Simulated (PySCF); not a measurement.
C₃H₄Cl₂Ge, SMILES ClC1=[CH][Ge@H]([Cl])[CH2]1. Atoms are numbered in the order given.

```xyz
10

Cl     3.1348     0.1660    -0.3001
C      1.3929     0.2067    -0.2186
C      0.6370     1.0574     0.5265
Ge    -0.9752     0.2696    -0.2278
Cl    -2.2308    -0.8782     1.1425
C      0.5478    -0.7560    -1.0277
H      0.9722     1.8417     1.2172
H     -1.9300     1.1039    -1.1161
H      0.6241    -1.8098    -0.6925
H      0.7057    -0.7036    -2.1237
```
Charge 0, spin multiplicity 1.

Geometry: PBE-D3(BJ)/def2-SVP. The structure was generated by enumeration; whether it is a known compound was not checked.

Two levels are set side by side: PBE/pcSseg-1 (PySCF) and PBE0/pcSseg-1 (PySCF). GIAO shifts against GeH4 (⁷³Ge), HCl (³⁵Cl), TMS (¹H), TMS (¹³C) at the same level; non-relativistic, no solvent, atoms listed together averaged. Without spin–orbit terms, shifts of atoms bonded to Cl or Br come out too high at both levels. Differences are taken from unrounded values.

| quantity | PBE0 |
|---|---|
| δ(³⁵Cl) of Cl1 (ppm) | 337.9 |
| δ(¹³C) of C2 (ppm) | 166.0 |
| δ(¹³C) of C3 (ppm) | 150.2 |
| δ(⁷³Ge) of Ge4 (ppm) | 317.3 |
| δ(³⁵Cl) of Cl5 (ppm) | 14.8 |
| δ(¹³C) of C6 (ppm) | 46.1 |
| δ(¹H) of H7 (ppm) | 6.80 |
| δ(¹H) of H8 (ppm) | 6.64 |

**Question.** What does PBE give, and how far is it from PBE0? (Estimate from the structure and the level; the computed values follow.)

**Answer.** 
```tsv
quantity	PBE	PBE minus PBE0
δ(³⁵Cl) of Cl1 (ppm)	368.7	30.8
δ(¹³C) of C2 (ppm)	164.2	-1.8
δ(¹³C) of C3 (ppm)	148.3	-1.9
δ(⁷³Ge) of Ge4 (ppm)	338.2	21.0
δ(³⁵Cl) of Cl5 (ppm)	45.8	31.0
δ(¹³C) of C6 (ppm)	49.7	3.6
δ(¹H) of H7 (ppm)	6.67	-0.13
δ(¹H) of H8 (ppm)	6.82	0.18
```

Rough cost on one machine, each run with all the roots and properties that it gave: PBE0 against PBE within a factor of 2.
